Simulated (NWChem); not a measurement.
Program: NWChem. System: H₃AlS, charge 1, spin multiplicity 2, at the geometry of a parent with another charge or spin, in a state set for the comparison that need not be this species' ground state. Its SCF solution wasn't tested for a lower state. Level: UHF/def2-SVP.

The NWChem input:

```
start mol
memory heap 200 mb stack 900 mb global 1100 mb
charge 1
geometry units angstroms nocenter noautoz
  Al    -1.115669     0.138713     0.000000
  H     -1.662075     1.621983     0.000000
  H     -2.025910    -1.150888     0.000000
  S      1.050301    -0.210942     0.000000
  H      1.386860     1.100716     0.000000
  symmetry group Cs
end
basis spherical
  * library def2-svp
end
scf
  uhf
  nopen 1
  maxiter 100
  thresh 1e-7
  semidirect memsize 60000000 filesize 0
  # guess.movecs holds the orbitals of an unrestricted PBE0 run
  vectors input guess.movecs output mol.movecs
end
task scf energy
```

Part of the output:

```
             Northwest Computational Chemistry Package (NWChem) 7.3.0
             --------------------------------------------------------

                                NWChem Input Module
                                -------------------

 Scaling coordinates for geometry "geometry" by  1.889725989
 (inverse scale =  0.529177249)

 Turning off AUTOSYM since
 SYMMETRY directive was detected!

                             Geometry "geometry" -> ""
                             -------------------------

 Output coordinates in angstroms (scale by  1.889725989 to convert to a.u.)

  No.       Tag          Charge          X              Y              Z
 ---- ---------------- ---------- -------------- -------------- --------------
    1 Al                  13.0000    -1.11566900     0.13871300     0.00000000
    2 H                    1.0000    -1.66207500     1.62198300     0.00000000
    3 H                    1.0000    -2.02591000    -1.15088800     0.00000000
    4 S                   16.0000     1.05030100    -0.21094200     0.00000000
    5 H                    1.0000     1.38686000     1.10071600     0.00000000

 Effective nuclear repulsion energy (a.u.)      73.4048093827

            Nuclear Dipole moment (a.u.)
            ----------------------------
        X                 Y               Z
 ---------------- ---------------- ----------------
    -0.0000113384     0.0000151178     0.0000000000

      Symmetry information
      --------------------

 Group name             Cs
 Group number              2
 Group order               2
 No. of unique centers     5

      Symmetry unique atoms

     1    2    3    4    5


 Summary of "ao basis" -> "" (spherical)
 ------------------------------------------------------------------------------
       Tag                 Description            Shells   Functions and Types
 ---------------- ------------------------------  ------  ---------------------
 *                          def2-svp                  on all atoms

 Summary of "ao basis" -> "ao basis" (spherical)
 ------------------------------------------------------------------------------
       Tag                 Description            Shells   Functions and Types
 ---------------- ------------------------------  ------  ---------------------
 Al                         def2-svp                 8       18   4s3p1d
 H                          def2-svp                 3        5   2s1p
 S                          def2-svp                 8       18   4s3p1d

                                 NWChem SCF Module
                                 -----------------

  ao basis        = "ao basis"
  functions       =    51
  atoms           =     5
  alpha electrons =    16
  beta  electrons =    15
  charge          =   1.00
  wavefunction    = UHF
  use symmetry    = T
  symmetry adapt  = T

 Summary of "ao basis" -> "ao basis" (spherical)
 ------------------------------------------------------------------------------
       Tag                 Description            Shells   Functions and Types
 ---------------- ------------------------------  ------  ---------------------
 Al                         def2-svp                 8       18   4s3p1d
 H                          def2-svp                 3        5   2s1p
 S                          def2-svp                 8       18   4s3p1d

      Symmetry analysis of basis
      --------------------------

        a'         38
        a"         13

 Forming initial guess at       0.0s
[...]
 Vector   13  Occ=1.000000D+00  E=-7.743345D-01  Symmetry=a'
              MO Center=  2.1D-01,  3.8D-04, -1.3D-15, r^2= 3.3D+00
   Bfn.  Coefficient  Atom+Function         Bfn.  Coefficient  Atom+Function
  ----- ------------  ---------------      ----- ------------  ---------------
     3      0.398081  1 Al s                 31     -0.278342  4 S  s
    40      0.276360  4 S  py                39     -0.251259  4 S  px
    37      0.246614  4 S  py                 2      0.234260  1 Al s
    36     -0.220780  4 S  px                30      0.171684  4 S  s
    32     -0.167868  4 S  s                 19      0.165714  2 H  s

 Vector   14  Occ=1.000000D+00  E=-6.798949D-01  Symmetry=a'
              MO Center= -6.6D-01,  1.4D-02,  2.4D-16, r^2= 3.8D+00
   Bfn.  Coefficient  Atom+Function         Bfn.  Coefficient  Atom+Function
  ----- ------------  ---------------      ----- ------------  ---------------
    39      0.374477  4 S  px                36      0.296781  4 S  px
     3      0.289833  1 Al s                 24      0.227364  3 H  s
    19      0.213193  2 H  s                  8     -0.200165  1 Al px
    33      0.161988  4 S  px

 Vector   15  Occ=1.000000D+00  E=-6.272894D-01  Symmetry=a'
              MO Center= -1.6D+00,  1.8D-01,  1.7D-16, r^2= 2.7D+00
   Bfn.  Coefficient  Atom+Function         Bfn.  Coefficient  Atom+Function
  ----- ------------  ---------------      ----- ------------  ---------------
    24     -0.317809  3 H  s                 19      0.311137  2 H  s
     9      0.306099  1 Al py                20      0.186668  2 H  s
    25     -0.185503  3 H  s                 12      0.180842  1 Al py
     6     -0.167656  1 Al py

 Vector   16  Occ=0.000000D+00  E=-2.933600D-01  Symmetry=a"
              MO Center=  7.3D-01, -1.4D-01,  7.2D-15, r^2= 2.2D+00
   Bfn.  Coefficient  Atom+Function         Bfn.  Coefficient  Atom+Function
  ----- ------------  ---------------      ----- ------------  ---------------
    41      0.633776  4 S  pz                38      0.335929  4 S  pz
    13      0.225031  1 Al pz                35      0.210335  4 S  pz

 Vector   17  Occ=0.000000D+00  E=-1.266410D-01  Symmetry=a"
              MO Center= -8.8D-01,  1.1D-01, -4.5D-16, r^2= 4.5D+00
   Bfn.  Coefficient  Atom+Function         Bfn.  Coefficient  Atom+Function
  ----- ------------  ---------------      ----- ------------  ---------------
    13      0.826439  1 Al pz                41     -0.442370  4 S  pz
    10      0.258576  1 Al pz                38     -0.170002  4 S  pz
     7     -0.156925  1 Al pz

 Vector   18  Occ=0.000000D+00  E=-9.062649D-02  Symmetry=a'
              MO Center=  4.7D-01,  3.7D-01, -5.4D-16, r^2= 4.9D+00
   Bfn.  Coefficient  Atom+Function         Bfn.  Coefficient  Atom+Function
  ----- ------------  ---------------      ----- ------------  ---------------
    32     -1.077329  4 S  s                  4      0.991780  1 Al s
    48      0.898799  5 H  s                 11      0.607572  1 Al px
    40     -0.601191  4 S  py                12     -0.342451  1 Al py
     3     -0.319149  1 Al s                 25     -0.299743  3 H  s
    31     -0.231225  4 S  s                 47      0.212491  5 H  s

 center of mass
 --------------
 x =   0.03532954 y =  -0.04321912 z =   0.00000000

 moments of inertia (a.u.)
 ------------------
          25.414432937881          35.929287330400           0.000000000000
          35.929287330400         277.439970492765           0.000000000000
           0.000000000000           0.000000000000         302.854403430647

  Mulliken analysis of the total density
  --------------------------------------

    Atom       Charge   Shell Charges
 -----------   ------   -------------------------------------------------------
    1 Al  13    12.19   2.00  1.99  0.93  0.04  5.94  0.80  0.34  0.15
    2 H    1     1.13   0.70  0.42  0.01
    3 H    1     1.12   0.70  0.41  0.01
    4 S   16    15.77   2.00  1.99  1.28  0.58  5.94  1.73  2.20  0.05
    5 H    1     0.80   0.67  0.09  0.03

  Mulliken analysis of the alpha density
  --------------------------------------

    Atom       Charge   Shell Charges
 -----------   ------   -------------------------------------------------------
    1 Al  13     6.09   1.00  1.00  0.46  0.02  2.97  0.40  0.17  0.08
    2 H    1     0.56   0.35  0.21  0.00
    3 H    1     0.56   0.35  0.21  0.00
    4 S   16     8.42   1.00  1.00  0.65  0.31  2.97  1.07  1.39  0.03
    5 H    1     0.37   0.32  0.04  0.02

   Mulliken analysis of the beta density
   -------------------------------------

    Atom       Charge   Shell Charges
 -----------   ------   -------------------------------------------------------
    1 Al  13     6.09   1.00  1.00  0.47  0.02  2.97  0.41  0.16  0.07
    2 H    1     0.57   0.35  0.21  0.00
    3 H    1     0.56   0.35  0.21  0.00
    4 S   16     7.35   1.00  1.00  0.64  0.27  2.96  0.65  0.80  0.02
    5 H    1     0.42   0.35  0.05  0.02

   Mulliken analysis of the spin density
   -------------------------------------

    Atom       Charge   Shell Charges
 -----------   ------   -------------------------------------------------------
    1 Al  13    -0.00  -0.00 -0.00 -0.01  0.01 -0.00 -0.01  0.01  0.00
    2 H    1    -0.00  -0.00 -0.00  0.00
    3 H    1    -0.01  -0.00 -0.00  0.00
    4 S   16     1.06   0.00  0.00  0.01  0.04  0.01  0.42  0.59  0.00
    5 H    1    -0.05  -0.03 -0.02  0.00

       Multipole analysis of the density wrt the origin
       ------------------------------------------------

     L   x y z        total         alpha         beta         nuclear
     -   - - -        -----         -----         ----         -------
     0   0 0 0      1.000000    -16.000000    -15.000000     32.000000

     1   1 0 0      0.611712     -0.652674      1.264397     -0.000011
     1   0 1 0      0.428494      0.392536      0.035942      0.000015
     1   0 0 1      0.000000      0.000000      0.000000      0.000000

     2   2 0 0    -15.132121    -85.828119    -81.508568    152.204566
     2   1 1 0      1.095488      8.750930      8.037299    -15.692741
     2   1 0 1      0.000000      0.000000      0.000000      0.000000
     2   0 2 0    -19.020863    -20.850846    -20.057174     21.887157
     2   0 1 1      0.000000      0.000000     -0.000000      0.000000
     2   0 0 2    -15.192653     -9.093841     -6.098812      0.000000

 Task  times  cpu:        0.2s     wall:        0.2s

 Total times  cpu:        0.2s     wall:        0.2s
```
